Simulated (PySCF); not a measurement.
Isomers of C5H8F3OP, mass 172.026 u with the commonest isotopes. Method: PBE0/pcSseg-1 in PySCF (dipole) on a GFN2-xTB geometry, gas phase. One conformer each, none proved a minimum here; rigid rotors.

Problem. Order these by rotational constant C, smallest first.
A. `[O:1]=[P@@H:2]1[CH2:3][CH2:4][C@H:5]([C:6]([F:7])([F:8])[F:9])[CH2:10]1` with O1–P2–C3–C4 -113°, P2–C3–C4–C5 -36°, C3–C4–C5–C6 173°, C4–C5–C10–P2 -40°
B. `[F:1][C:2]([F:3])([F:4])[P:5]1[CH2:6][CH2:7][O:8][CH2:9][CH2:10]1` with C2–P5–C6–C7 156°, P5–C6–C7–O8 -66°, C6–C7–O8–C9 66°, C7–O8–C9–C10 -66°
C. `[CH2:1]=[CH:2][P@@:3](=[O:4])([CH2:5][CH3:6])[C:7]([F:8])([F:9])[F:10]` with C1–C2–P3–O4 -1°, C2–P3–C5–C6 -178°
D. `[CH3:1][CH2:2][P@:3]([CH3:4])(=[O:5])[C:6]([F:7])=[C:8]([F:9])[F:10]` with C1–C2–P3–C4 -54°, C2–P3–C6–F7 -115°

Solution. A (591.2 MHz), B (681.8 MHz), D (797.5 MHz), C (813.7 MHz).

Problem. Order these by radius of gyration √(Σ m r²/M), largest first.
A. `[CH3:1][CH2:2][P@:3]([CH3:4])(=[O:5])[C:6]([F:7])=[C:8]([F:9])[F:10]` with C1–C2–P3–C4 -54°, C2–P3–C6–F7 -115°
B. `[CH2:1]=[CH:2][P@@:3](=[O:4])([CH2:5][CH3:6])[C:7]([F:8])([F:9])[F:10]` with C1–C2–P3–O4 -1°, C2–P3–C5–C6 -178°
C. `[O:1]=[P@@H:2]1[CH2:3][CH2:4][C@H:5]([C:6]([F:7])([F:8])[F:9])[CH2:10]1` with O1–P2–C3–C4 -113°, P2–C3–C4–C5 -36°, C3–C4–C5–C6 173°, C4–C5–C10–P2 -40°
D. `[F:1][C:2]([F:3])([F:4])[P:5]1[CH2:6][CH2:7][O:8][CH2:9][CH2:10]1` with C2–P5–C6–C7 156°, P5–C6–C7–O8 -66°, C6–C7–O8–C9 66°, C7–O8–C9–C10 -66°

Solution. C (2.312 Å), D (2.178 Å), A (2.146 Å), B (2.062 Å).

Problem. Order these by dipole moment, largest first.
A. `[F:1][C:2]([F:3])([F:4])[P:5]1[CH2:6][CH2:7][O:8][CH2:9][CH2:10]1` with C2–P5–C6–C7 156°, P5–C6–C7–O8 -66°, C6–C7–O8–C9 66°, C7–O8–C9–C10 -66°
B. `[CH3:1][CH2:2][P@:3]([CH3:4])(=[O:5])[C:6]([F:7])=[C:8]([F:9])[F:10]` with C1–C2–P3–C4 -54°, C2–P3–C6–F7 -115°
C. `[CH2:1]=[CH:2][P@@:3](=[O:4])([CH2:5][CH3:6])[C:7]([F:8])([F:9])[F:10]` with C1–C2–P3–O4 -1°, C2–P3–C5–C6 -178°
D. `[O:1]=[P@@H:2]1[CH2:3][CH2:4][C@H:5]([C:6]([F:7])([F:8])[F:9])[CH2:10]1` with O1–P2–C3–C4 -113°, P2–C3–C4–C5 -36°, C3–C4–C5–C6 173°, C4–C5–C10–P2 -40°

Solution. B (4.08 D), C (3.94 D), D (3.44 D), A (1.79 D).

```tsv
SMILES	point group	Ia (u·Å²)	Ib (u·Å²)	Ic (u·Å²)	κ	μa (D)	μb (D)	μc (D)
C=C[P@@](=O)(CC)C(F)(F)F	C1	400.26	441.21	621.07	0.48	1.38	1.18	3.50
O=[P@@H]1CC[C@H](C(F)(F)F)C1	C1	203.93	780.99	854.78	-0.94	0.89	2.05	2.61
FC(F)(F)P1CCOCC1	Cs	222.38	668.55	741.23	-0.91	1.73	0.00	0.48
CC[P@](C)(=O)C(F)=C(F)F	C1	348.55	601.80	633.72	-0.87	1.81	0.09	3.66
```
